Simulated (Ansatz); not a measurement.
Ansatz results at the PBE0-D4/def2-TZVP geometry: HOMO–LUMO gap (PBE0/def2-TZVPP) 5.18 eV; HOMO energy (ωB97M-V/def2-TZVPP) -10.07 eV; HOMO–LUMO gap (ωB97M-V/def2-TZVPP) 9.67 eV.

Each molecule was computed in one conformer, which needn't be the lowest.

Question: Which molecule gave them?
A. `OC1BS[SiH2]1`
B. `BN=C`
C. `BC=N`
D. `C[Te]C(C)=N`

Answer: C. The others give `BN=C`: 7.01, -10.24, 11.52; `C[Te]C(C)=N`: 5.38, -8.18, 9.21; `OC1BS[SiH2]1`: 6.13, -9.61, 10.27.
